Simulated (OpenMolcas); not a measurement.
## Mn3+: moving or changing the point charges

Mn3+ among 6 point charges of -1.5 e arranged as a trigonal prism (D3h), 2.11 Å from the ion, with a polar angle of 47.1° against the regular 49.1°.
```
   1.5466    0.0000    1.4353  -1.50
  -0.7733    1.3394    1.4353  -1.50
  -0.7733   -1.3394    1.4353  -1.50
   1.5466    0.0000   -1.4353  -1.50
  -0.7733    1.3394   -1.4353  -1.50
  -0.7733   -1.3394   -1.4353  -1.50
```

```yaml
Program: OpenMolcas 26.06
Method: CASSCF
Basis: ANO-RCC-VDZP [5s4p2d1f]
Scalar_Hamiltonian: DKH2, point nucleus
Active_space: 4 electrons in 5 orbitals (3d)
State_averaging: 2S+1 = 5 even, 5 roots; 2S+1 = 3 even, 45 roots; 2S+1 = 1 even, 50 roots
Spin-orbit_coupling: state interaction with AMFI integrals over the reference wave functions
```

Runs around this geometry, states (labels of D3, the rotations of D3h). Energies in cm-1 above the lowest state or level, χT in cm3 K/mol.

```
R (Å)  q (e)  Polar angle / regular  Ground state  First state of that spin  First gap with spin-orbit (degeneracies)  χT at 300 K  First state of another spin
 2.11  -0.98                   0.96            5E                 5A1 327.1                               25.7 (1, 2)        1.937                     3E 23219
 1.92   -1.5                   0.96            5E                  5A1 1149                               16.8 (2, 1)        2.279                     3E 22971
 2.11   -1.5                   0.96            5E                 5A1 541.0                               12.0 (1, 2)        2.054                     3E 23112
 2.29   -1.5                   0.96            5E                 5A1 232.2                               28.8 (1, 2)        1.901                     3E 23191
 2.11   -1.5                   1.04            5E                  5A1 1009                                2.9 (2, 1)        2.199                     3E 23212
```

Scaling the charges by -0.98 / -1.5 = 0.65 scales the first state of the same spin by 327.1 / 541 = 0.60; with fixed orbitals a first-order splitting would follow the charge.

An orbital doublet at a regular site is open to a Jahn-Teller distortion, which this geometry leaves out. Without dynamic correlation the repulsion within the d shell is too large (B by tens of per cent), so at a given field states of lower spin stand too high. The ground term spreads over less than 5000 cm-1, several times less than with real ligands, so orbital moments are less quenched and χT lies further from the spin-only value than at real sites (holds for R = 2.11, q = -0.98, ratio = 0.96; R = 2.11, q = -1.5, ratio = 0.96; R = 2.29, q = -1.5, ratio = 0.96; R = 2.11, q = -1.5, ratio = 1.04). Spin-orbit coupling mixes the spin-free states strongly: the lowest level takes only 69 % from its leading state, 5E (holds for R = 2.29, q = -1.5, ratio = 0.96). This is an electrostatic model: the charges have no orbitals. An unlabelled pair can be two single states that coincide in this model. No measured value stands beside these numbers.
